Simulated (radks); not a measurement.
Task: All-electron atom: Pm XXXI in [Ar] 3d10 4s2 4p1. Calculated with a radial shooting solver on a logarithmic mesh with Libxc functionals: Dirac Kohn-Sham, Slater X-alpha with alpha = 0.945, spin-unpolarised, spherical densities, finite nucleus; open shells fill j = l - 1/2 first; Fermi nuclear charge, rms radius 4.962 fm. Some entries of the table are withheld. Estimate them.

orbital  occ.  eigenvalue (hartree)  <r^2> (bohr^2)
1s1/2       2             -1701.352             (1)
2s1/2       2             -311.6779         0.01140
2p1/2       2             -298.0527        0.008289
2p3/2       4             -277.1518        0.009520
3s1/2       2             -97.82100         0.07428
3p1/2       2             -91.94883             (2)
3p3/2       4             -87.56201             (3)
3d3/2       4                   (4)         0.05982
3d5/2       6                   (5)         0.06163
4s1/2       2             -45.01688          0.3043
4p1/2       1             -42.60144          0.3056
4p3/2       0             -41.24760          0.3257

Result: 
(1) 1s1/2 <r^2> (bohr^2): 0.0007299
(2) 3p1/2 <r^2> (bohr^2): 0.06899
(3) 3p3/2 <r^2> (bohr^2): 0.07556
(4) 3d3/2 eigenvalue (hartree): -77.41430
(5) 3d5/2 eigenvalue (hartree): -76.43914
